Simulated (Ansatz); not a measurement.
Molecule: C6H6N (charge 0, doublet). It need not be the lowest isomer of its formula. 
Structure (B3LYP-D3(BJ)/def2-TZVP (Ansatz, a program for electronic structure) minimum search):
```xyz
13

C     -1.5999    -0.9634     0.5349
C     -1.8476     0.5109     0.5364
C     -0.5217     1.0714     0.1051
C      0.3757     0.1054    -0.1196
C     -0.1988    -1.2775     0.1244
C      1.7170     0.3079    -0.5377
N      2.8117     0.4361    -0.8771
H     -2.3363    -1.7074     0.7961
H     -2.1475     0.8998     1.5211
H     -2.6547     0.8164    -0.1463
H     -0.3264     2.1285    -0.0072
H      0.3709    -1.8176     0.8931
H     -0.1374    -1.9012    -0.7780
```
Charge 0, spin multiplicity 2.

Basis-set convergence of Hartree-Fock and CCSD(T) correlation energies (hartree) with Ansatz. Cores are frozen in the correlated levels unless marked. Open shells are spin-unrestricted. No spin-orbit coupling. Non-relativistic.

The UHF reference is spin-contaminated (<S^2> 0.17 over the pure value in the largest basis). 

| basis | functions | E(HF) | E(corr, CCSD(T)) |
|---|---|---|---|
| cc-pVDZ | 128 | -285.11247 | -1.00464 |
| cc-pVTZ | 294 | -285.18334 | -1.20689 |
| cc-pVQZ | 565 | -285.20115 | -1.26972 |

Extrapolating the two largest sets (X = 3 and 4) as X^-3: E(corr) = (64·(-1.26972) - 27·(-1.20689))/37 = -1.3156 Eh, an estimate of the basis-set limit. The largest set recovers 96.5 % of it, the smallest 76.4 %.
